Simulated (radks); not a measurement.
The mean radii <r> (bohr) of the occupied orbitals of an atom or ion are listed with their occupations. Method: non-relativistic Kohn-Sham, LB94 model potential, spin-polarised, spherical densities, point nucleus; computed with a radial shooting solver on a logarithmic mesh with Libxc functionals.

| orbital | occ. | <r> |
|---|---|---|
| 1s down | 1 | 0.01844 |
| 1s up | 1 | 0.01844 |
| 2s up | 1 | 0.07745 |
| 2s down | 1 | 0.07745 |
| 2p up | 3 | 0.06539 |
| 2p down | 3 | 0.06539 |
| 3s down | 1 | 0.1920 |
| 3s up | 1 | 0.1920 |
| 3p up | 3 | 0.1824 |
| 3p down | 3 | 0.1824 |
| 3d up | 5 | 0.1586 |
| 3d down | 5 | 0.1587 |
| 4s up | 1 | 0.3788 |
| 4s down | 1 | 0.3787 |
| 4p up | 3 | 0.3743 |
| 4p down | 3 | 0.3742 |
| 4d up | 1 | 0.3605 |

Name the element and its charge. Open shells, if any, are filled with parallel spins first.

Answer. Z = 82, lead, charge +45: Pb45+ in [Kr] 4d1. The 1s radius gives Z: for a bare nucleus <r> = 1.5/Z, 0.01829 bohr for Z = 82, and screening makes it slightly larger (0.01844 here). The occupations add up to 37, and the charge is Z minus that.
